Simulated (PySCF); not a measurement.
Gas-phase equilibrium of 1 mol ZnCl2, 0.75 mol H2O at 1600 K and 10.0 bar, among 18 species (ClO, O2, HCl, O, HO2, Zn, H2O, H, Zn(OH)2, HOCl, H2O2, O3, H2, ZnH2, ZnCl2, Cl, Cl2, OH). Only gases are allowed; each row takes one source of thermochemistry for all species, and Cantera finds the minimum.

Method: PySCF energies plus ideal-gas RRHO corrections (1 bar). † marks an energy on the PBE0/def2-TZVP geometry and frequencies. Open shells (unrestricted) among the columns below: O2 (multiplicity 3), Cl (multiplicity 2, electronic degeneracy 6); the rest are closed-shell singlets. Spin-orbit splitting is ignored; it lowers the true energy and changes the entropy of Cl. Zn: all electrons, no relativistic terms. No R ln 2 is added for the mirror-image form of Zn(OH)2. Zn(OH)2: computed as isolated molecules; such fragments, hydroxides, amides, oligomers or adducts are transient or little studied in the gas. The harmonic model lacks anharmonicity and excited electronic states, which grow with temperature; levels with a mode under 35 cm⁻¹ are left out. Soft modes under 120 cm⁻¹ make the harmonic entropy rough for ZnCl2.

Molecules larger than those listed are left out. Table species left out: Zn+.

Mole fractions:

```tsv
thermochemistry	x ZnCl2	x H2O	x HCl	x Zn	x O2	x Zn(OH)2	x H2	x Cl
BLYP/def2-TZVP†	0.53	0.39	0.048	0.021	0.011	0.0030	0.00023	0.00013
PBE0/def2-QZVP†	0.56	0.42	0.012	0.0025	0.0013	0.0037	5.7e-5	2.0e-5
r2SCAN/def2-TZVP†	0.56	0.41	0.017	0.0021	0.0012	0.0064	0.00036	1.5e-5
ωB97M-V/def2-TZVP†	0.56	0.41	0.015	0.0028	0.0014	0.0047	8.6e-5	2.2e-5
```
The most sensitive of these is Zn: it spans a factor of 10^1.0 over these rows; at this temperature one factor of ten is RT ln 10 = 31 kJ/mol.
